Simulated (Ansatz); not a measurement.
Born–Oppenheimer molecular dynamics of C2H7AlN2Si (13 atoms, charge 0, multiplicity 1). It goes on from the last frame of an earlier run, with new velocities.

Theory: RKS r2SCANh-D4/STO-3G (Ansatz).

* ensemble: NVE (Milne-controlled integrator)
* time step: 0.5 fs
* steps asked: 150
* starting velocities drawn for: 1000 K
* seed: 148979

First frame:

```xyz
13
Properties=species:S:1:pos:R:3
C -0.120 -2.245 -0.486
C 0.278 -1.090 0.009
N 1.301 -0.876 1.034
Si 0.430 0.692 0.338
N 1.400 1.497 -1.002
Al -1.349 1.597 1.476
H 0.321 -3.133 -0.009
H -0.920 -2.300 -1.191
H 2.291 -0.972 0.526
H 1.453 2.487 -0.851
H 0.737 1.450 -1.934
H -1.561 1.523 2.943
H -2.387 2.268 0.594
```

(1) What does the run give?

(2) What happens to the structure?

(3) How do temperature and energy run in time?

Results:

(1) The run went to its last step.

```yaml
steps_done: 150
time_covered: 75 fs
mean_temperature_over_the_second_half: 684 K
spread_of_the_potential_energy_over_the_second_half: 11.7 meV per atom
mean_potential_energy_of_the_second_half_above_the_start: 34.4 meV per atom
```

The conserved energy stayed within 0.18 meV per atom of its start (net change -0.13 meV per atom), so the integration is sound. A run of 0.075 ps of so small a system gives no equilibrium averages. Limits of this set-up: minimal basis.

(2) The same pairs are bonded in the first frame and the last. Pairs count as bonded within 1.25 times the sum of covalent radii (0.12 Å more for H–H). This is one draw of velocities; another would differ in detail.

(3) 
```tsv
time (fs)	T (K)	potential energy less start (eV)	conserved less start (meV/atom)
0.0	1000	0.000	0.00
6.0	1108	-0.155	-0.11
12.0	703	0.421	-0.13
18.0	727	0.386	-0.17
24.0	892	0.151	-0.11
30.0	739	0.370	-0.12
36.0	734	0.377	-0.12
42.0	673	0.464	-0.13
48.0	556	0.630	-0.13
54.0	752	0.351	-0.13
60.0	780	0.311	-0.15
66.0	787	0.302	-0.13
72.0	689	0.440	-0.13
```

Run time: 8.3 min on 1 thread of Arm Neoverse V2 (shared host), peak memory 0.11 GiB.
